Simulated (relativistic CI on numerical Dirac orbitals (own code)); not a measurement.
# Electric-dipole transitions in I XVIII

Method of calculation: Dirac-Coulomb-Breit CI, separate exchange-only KLI orbitals for each configuration, QED by a radiative potential, unscaled Slater integrals (own radial code, finite nucleus).

Configuration list (outside the closed core [Ar] 3d10): 4s2.4p6, 4s2.4p5.4d, 4s.4p6.4d, 4s2.4p5.4f, 4s.4p6.4f, 4s2.4p5.5s, 4s2.4p5.5p, 4s.4p6.5s, 4s2.4p5.5d, 4p6.4d.4f, 4s.4p6.5p, 4s2.4p5.5f, 4s2.4p5.6s, 4s2.4p5.5g, 4s.4p6.5d, 4s2.4p5.6p, 4s2.4p5.6d, 4s.4p6.5f, 4s2.4p5.6f, 4p6.4f.5s, 4s.4p6.6s, 4p6.4d2, 4p5.4d3, 4p5.4d2.4f, 4p5.4d2.5s, 4p5.4d2.5p, 4p6.4f2, 4p5.4d.4f2, 4p5.4f3, 4p5.4f2.5s, 4p5.4f2.5p, 4p6.4d.5s, 4p5.4d.4f.5s, 4p5.4d.5s2, 4p5.4d.5s.5p. Double excitations out of closed p, d and f shells are left out; levels of such configurations are missing from the list, as are those of other unlisted configurations, and high levels can miss mixing partners. These lack a partner that the ground configuration has and come out too high: 4s2.4p5.5d, 4s2.4p5.5f, 4s2.4p5.6s, 4s2.4p5.5g, 4s2.4p5.6p.

```csv
λ vac (nm),Lower,Upper,A (s⁻¹),E lower (eV),E upper (eV)
8.4871,4s2.4p5.4f 3G_5 [18],4s2.4p5.5g 3H°_6 [90],7.00e+11,178.315,324.400
8.5035,4s2.4p5.4f 3G_3 [26],4s2.4p5.5g 3H°_4 [105],6.69e+11,193.193,338.996
8.5274,4s2.4p5.4f 3G_4 [19],4s2.4p5.5g 3H°_5 [92],6.38e+11,179.308,324.704
8.5638,4s2.4p5.4f 3D_1 [20],4s2.4p5.5g 3F°_2 [89],5.39e+11,179.379,324.156
8.5663,4s2.4p5.4f 1G_4 [27],4s2.4p5.5g 3H°_5 [107],6.83e+11,194.466,339.201
8.5676,4s2.4p5.4f 3F_3 [22],4s2.4p5.5g 1G°_4 [94],4.85e+11,181.100,325.813
8.5761,4s2.4p5.4f 3D_3 [28],4s2.4p5.5g 3F°_4 [106],6.77e+11,194.585,339.155
8.5881,4s2.4p5.4f 3D_2 [21],4s2.4p5.5g 3F°_3 [91],4.77e+11,180.215,324.582
8.6036,4s2.4p5.4f 3D_3 [23],4s2.4p5.5g 3F°_4 [93],4.99e+11,181.285,325.391
8.6299,4s2.4p5.4f 3F_4 [24],4s2.4p5.5g 3G°_5 [95],6.18e+11,182.279,325.948
8.7399,4s2.4p5.4f 1D_2 [29],4s2.4p5.5g 3G°_3 [108],5.94e+11,197.714,339.574
8.8013,4s2.4p5.4f 3F_2 [25],4s2.4p5.5g 1F°_3 [96],5.18e+11,185.136,326.006
10.749,4p6.4d2 1G_4 [80],4p5.4d3 1G°_4 [275],1.19e+12,310.851,426.194
10.800,4p6.4d2 3F_4 [76],4p5.4d3 3F°_4 [265],1.01e+12,307.477,422.280
10.820,4p6.4d2 3P_2 [81],4p5.4d3 1F°_3 [274],1.04e+12,311.397,425.982
10.865,4p6.4d2 1G_4 [80],4p6.4d.4f 1H°_5 [272],9.12e+11,310.851,424.964
10.926,4p6.4d2 3F_4 [76],4p6.4d.4f 3G°_5 [264],9.09e+11,307.477,420.950
10.948,4p6.4d2 3F_3 [70],4p6.4d.4f 3G°_4 [259],9.07e+11,305.760,419.005
10.955,4p6.4d2 3F_2 [64],4p5.4d3 3F°_2 [256],8.76e+11,303.718,416.897
10.965,4p6.4d2 3F_3 [70],4p5.4d3 3F°_3 [258],8.62e+11,305.760,418.830
11.008,4p6.4d2 3F_2 [64],4p6.4d.4f 3G°_3 [255],9.55e+11,303.718,416.350
11.020,4s2.4p6 1S_0 [1],4s2.4p5.4d 1P°_1 [13],9.98e+11,0.000,112.509
11.983,4s2.4p5.4d 3P°_0 [2],4s2.4p5.4f 3D_1 [20],1.68e+11,75.911,179.379
12.060,4s2.4p5.4d 3P°_1 [3],4s2.4p5.4f 3D_2 [21],1.84e+11,77.409,180.215
12.159,4s2.4p5.4d 3P°_1 [3],4s2.4p5.4f 3D_1 [20],1.76e+11,77.409,179.379
12.172,4s.4p6.4d 3D_2 [15],4s.4p6.4f 3F°_3 [45],1.45e+11,148.684,250.543
12.291,4s2.4p5.4d 3P°_2 [5],4s2.4p5.4f 3F_3 [22],1.29e+11,80.222,181.100
12.385,4s.4p6.4d 3D_3 [16],4s.4p6.4f 3F°_4 [46],1.63e+11,150.593,250.702
12.392,4s2.4p5.4d 3F°_2 [10],4s2.4p5.4f 3G_3 [26],2.13e+11,93.143,193.193
12.399,4s2.4p5.4d 3P°_2 [5],4s2.4p5.4f 3D_2 [21],1.37e+11,80.222,180.215
12.483,4s2.4p5.4d 3F°_3 [4],4s2.4p5.4f 3G_4 [19],1.99e+11,79.983,179.308
12.525,4s2.4p5.4d 1D°_2 [7],4s2.4p5.4f 3D_3 [23],1.72e+11,82.293,181.285
12.631,4s2.4p5.4d 3D°_2 [11],4s2.4p5.4f 3D_3 [28],2.40e+11,96.423,194.585
12.685,4s2.4p5.4d 3F°_4 [6],4s2.4p5.4f 3G_5 [18],2.06e+11,80.573,178.315
12.790,4s2.4p5.4d 1F°_3 [12],4s2.4p5.4f 1G_4 [27],2.10e+11,97.528,194.466
12.818,4s2.4p5.4d 3D°_3 [8],4s2.4p5.4f 3F_4 [24],1.96e+11,85.553,182.279
13.022,4s.4p6.4d 1D_2 [17],4s.4p6.4f 1F°_3 [47],2.05e+11,158.803,254.016
13.042,4s2.4p5.4d 3D°_1 [9],4s2.4p5.4f 3F_2 [25],1.45e+11,90.071,185.136
17.128,4s2.4p5.4f 3G_5 [18],4s.4p6.4f 3F°_4 [46],9.19e+10,178.315,250.702
17.707,4s2.4p5.4d 3F°_4 [6],4s.4p6.4d 3D_3 [16],6.16e+10,80.573,150.593
18.047,4s2.4p5.4d 3F°_3 [4],4s.4p6.4d 3D_2 [15],5.42e+10,79.983,148.684
32.708,4s2.4p5.5d 3F°_3 [50],4s2.4p5.5f 3G_4 [68],4.64e+10,267.660,305.566
33.327,4s2.4p5.5d 3F°_4 [52],4s2.4p5.5f 3G_5 [67],4.65e+10,268.291,305.494
33.390,4s2.4p5.5d 3F°_3 [61],4s2.4p5.5f 3G_4 [88],4.68e+10,282.915,320.047
34.160,4s2.4p5.5p 3D_3 [36],4s2.4p5.5d 3F°_4 [52],3.55e+10,231.996,268.291
```

Terms are leading LS components. Brackets give the number of a level in order of energy, since labels repeat. The list gives strong lines, with weight on those to low levels, without lines whose two gauges differ by over a factor of 2.5, among the lowest 400 of 2889 levels, so that lines to higher ones, which can be the strongest, are missing. Levels whose partners in the same complex of configurations lie outside the list can be far off, and so can their lines. Rates are taken at the computed energies, electric ones in the length gauge.

At this charge energies of transitions that change n are usually good to better than 1 %, and those within a shell (Δn = 0) to a few per cent.

LS names give the leading component of a level, which can be under half, so a name can repeat, a term be missing and a line seem to break the LS rules.
